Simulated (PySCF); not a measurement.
# Predicted spectroscopic data

Theoretical values (PySCF): geometry from GFN2-xTB, σ from GIAO-PBE0/pcSseg-1. Relativity neglected, no solvent, fast rotation and ring inversion assumed for equivalent nuclei, single conformer.

Shifts are taken against calculated references (same method and geometry level): 1H and 13C vs TMS. Splittings of carbon signals by F and P are missing where no couplings were computed. Where no couplings were computed, multiplicities follow the n + 1 count of equivalent neighbours, and m marks all less simple cases (inequivalent or close neighbours, rings, F or P nearby). Shifts are as computed. Against solution values, carbons near 30 ppm lie about +3 ppm off and those near 130 ppm about +5 ppm. Of 1211 compounds with measured shifts, 218 miss one by over three times the rms of a fit or turn the order of signals round; such compounds aren't used in these exercises.

**1.** `C#CC(=C)[C@@H](F)C#N`, C6H4FN. 1H NMR (400 MHz, computed): δ 6.46 (m, 1H), 6.42 (m, 1H), 5.56 (m, 1H), 2.92 (s, 1H). 13C{1H} NMR (computed): δ 134.7, 131.2, 119.2, 93.4, 82.5, 82.0.

**2.** SMILES C#C[Si@@H](C)O[SiH2]C, C4H10OSi2. 1H NMR (400 MHz, computed): δ 5.28 (m, 1H), 5.25 (m, 1H), 5.20 (m, 1H), 1.93 (d, 1H), 0.44 (m, 3H), 0.37 (d, 3H). 13C{1H} NMR (computed): δ 101.1 (CH), 92.6 (C), 3.2 (CH3), 0.3 (CH3).

**3.** SMILES C1=CCC(n2cccc2)=CC1, C10H11N. 1H NMR (400 MHz, computed): δ 6.90 (m, 2H), 6.45 (m, 2H), 6.12 (m, 1H), 6.11 (m, 1H), 5.89 (t, 1H), 3.22 (m, 2H), 3.15 (m, 2H). 13C{1H} NMR (computed): δ 139.0, 131.9, 130.6, 119.7, 115.8, 112.2, 31.6, 31.2.

**4.** `Cc1cp(C2CC2)cc1C`, C9H13P. 1H NMR (400 MHz, computed): δ 6.70 (m, 2H), 2.23 (s, 6H), 0.69 (m, 2H), 0.49 (m, 2H), 0.16 (m, 1H). 13C{1H} NMR (computed): δ 155.2, 142.0, 20.4, 12.2, 5.4.
